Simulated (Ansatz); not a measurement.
Ansatz results at the PBE0-D4/def2-TZVP geometry: HOMO energy (PBE/def2-TZVPP) -6.63 eV; LUMO energy (B3LYP/def2-TZVPP) 0.13 eV; LUMO energy (PBE/def2-TZVPP) -0.61 eV.

Each molecule was computed in one conformer, which needn't be the lowest.

**Question.** Which molecule gave them?
A. `C#CC[SiH](F)Cl`
B. `NB(F)[CH2][GeH3]`
C. `N=C[SiH]1C=N1`
D. `FC(Cl)=C=C[SiH3]`

**Answer.** A. The others give `FC(Cl)=C=C[SiH3]`: -5.96, -1.62, -2.39; `NB(F)[CH2][GeH3]`: -6.74, 0.21, -0.24; `N=C[SiH]1C=N1`: -5.62, -1.84, -2.59.

B3LYP here is the variant with VWN-RPA as its local correlation; programs differ in this.
